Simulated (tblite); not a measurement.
Compound: C6H11BBrN.
SMILES with atom numbers: `[CH2:1]=[CH:2][CH2:3][B@@-:4]([CH3:5])([Br:6])[N+:7]#[C:8][CH3:9]` (hydrogens: H10, H11 on C1; H12 on C2; H13, H14 on C3; H15, H16, H17 on C5; H18, H19, H20 on C9)
Bond orders are those of one Lewis drawing.

Computed with GFN2-xTB (tblite), gas phase: L-BFGS steps from a force-field or distance-geometry start until the largest atomic force falls under 0.01 eV/Å.

Step 12: E = -725.7463 eV
```
atom  x, y, z in Å  |  force x, y, z in eV/Å
C1     -1.6999    0.8319    1.3774    0.018   0.019   0.052
C2     -2.0156   -0.0687    0.4621   -0.011  -0.007  -0.086
C3     -1.5430   -0.0226   -0.9529    0.050  -0.037  -0.039
B4     -0.0298   -0.6544   -1.1368   -0.018   0.106   0.084
C5      0.1162   -2.1773   -0.5900    0.005   0.082  -0.045
Br6     0.5574   -0.4757   -3.0700    0.033  -0.004   0.012
N7      0.9345    0.2154   -0.4154   -0.083  -0.125   0.024
C8      1.6833    0.8546    0.1782   -0.020  -0.024  -0.008
C9      2.6081    1.6551    0.9069   -0.074  -0.045  -0.053
H10    -1.0807    1.6829    1.1364   -0.047   0.026  -0.001
H11    -2.0398    0.7720    2.3981   -0.012  -0.029  -0.027
H12    -2.6365   -0.9169    0.7270    0.076   0.043   0.041
H13    -2.2081   -0.6208   -1.5803   -0.042   0.070   0.023
H14    -1.5840    1.0074   -1.3253    0.095  -0.088   0.056
H15    -0.0516   -2.2447    0.4857   -0.017   0.024  -0.076
H16    -0.6352   -2.7921   -1.0832    0.065  -0.086   0.061
H17     1.0926   -2.6156   -0.8002   -0.048   0.038  -0.012
H18     2.0688    2.2325    1.6591    0.027   0.011  -0.004
H19     3.1171    2.3333    0.2210    0.013   0.002   0.022
H20     3.3412    1.0142    1.3991   -0.011   0.023  -0.023
```

Step 13: E = -725.7504 eV
```
atom  x, y, z in Å  |  force x, y, z in eV/Å
C1     -1.6983    0.8319    1.3776    0.024   0.105   0.115
C2     -2.0098   -0.0677    0.4628   -0.061  -0.065  -0.150
C3     -1.5396   -0.0220   -0.9528   -0.011  -0.006  -0.055
B4     -0.0319   -0.6578   -1.1361    0.005   0.122   0.048
C5      0.1153   -2.1793   -0.5922    0.027   0.060  -0.015
Br6     0.5677   -0.4672   -3.0666    0.025  -0.011   0.017
N7      0.9293    0.2112   -0.4089   -0.103  -0.153  -0.015
C8      1.6799    0.8544    0.1769   -0.030  -0.049  -0.018
C9      2.6055    1.6531    0.9029   -0.085  -0.047  -0.049
H10    -1.0886    1.6895    1.1392   -0.013   0.037  -0.009
H11    -2.0405    0.7689    2.3965   -0.016  -0.028   0.005
H12    -2.6316   -0.9138    0.7305    0.082   0.009   0.027
H13    -2.2128   -0.6123   -1.5793   -0.025   0.054   0.021
H14    -1.5755    1.0090   -1.3244    0.094  -0.092   0.069
H15    -0.0484   -2.2418    0.4842   -0.042   0.011  -0.062
H16    -0.6338   -2.8018   -1.0809    0.095  -0.060   0.065
H17     1.0961   -2.6106   -0.7966   -0.061   0.017  -0.039
H18     2.0639    2.2276    1.6535    0.024   0.050   0.039
H19     3.1129    2.3304    0.2171    0.041   0.029   0.006
H20     3.3350    1.0091    1.3936    0.029   0.017   0.000
```

Problem. Estimate the geometry and energy of step 14. (The exact step hangs on the optimiser's Hessian estimate; all steps are aligned on step 13, rigid shifts and turns removed.)

Solution. E = -725.7545 eV, largest force 0.181 eV/Å
```
atom  x, y, z in Å  |  force x, y, z in eV/Å
C1     -1.6967    0.8327    1.3785    0.014   0.141   0.112
C2     -2.0043   -0.0659    0.4622   -0.081  -0.071  -0.131
C3     -1.5362   -0.0216   -0.9534   -0.074   0.023  -0.043
B4     -0.0343   -0.6596   -1.1345    0.016   0.070  -0.021
C5      0.1149   -2.1803   -0.5947    0.033   0.018   0.016
Br6     0.5799   -0.4576   -3.0624    0.014  -0.017   0.018
N7      0.9224    0.2043   -0.4021   -0.083  -0.131  -0.024
C8      1.6750    0.8527    0.1744   -0.040  -0.066  -0.021
C9      2.6011    1.6500    0.8975   -0.065  -0.029  -0.027
H10    -1.0974    1.6974    1.1425    0.018   0.045  -0.012
H11    -2.0414    0.7651    2.3955   -0.017  -0.025   0.030
H12    -2.6245   -0.9105    0.7343    0.074  -0.037   0.012
H13    -2.2184   -0.6020   -1.5783   -0.015   0.024   0.003
H14    -1.5647    1.0096   -1.3221    0.086  -0.050   0.059
H15    -0.0457   -2.2389    0.4816   -0.061   0.006  -0.025
H16    -0.6299   -2.8133   -1.0769    0.102  -0.027   0.049
H17     1.0990   -2.6055   -0.7932   -0.046   0.002  -0.067
H18     2.0589    2.2229    1.6478    0.021   0.073   0.064
H19     3.1088    2.3273    0.2130    0.051   0.039  -0.007
H20     3.3283    1.0038    1.3873    0.054   0.013   0.014
```

The energy changes by -0.0041 eV. The first-order estimate −F·Δx gives -0.0057 eV and the mean of the old and new forces, exact on a quadratic surface, -0.0041 eV. The step makes an angle of 71° with the force vector and moves no atom by more than 0.016 Å.

What follows is the cost of the whole relaxation. On one thread of an Arm Neoverse V1, shared host with 32 logical CPUs at a one-minute load of 19, this took 0.71 s of wall time.
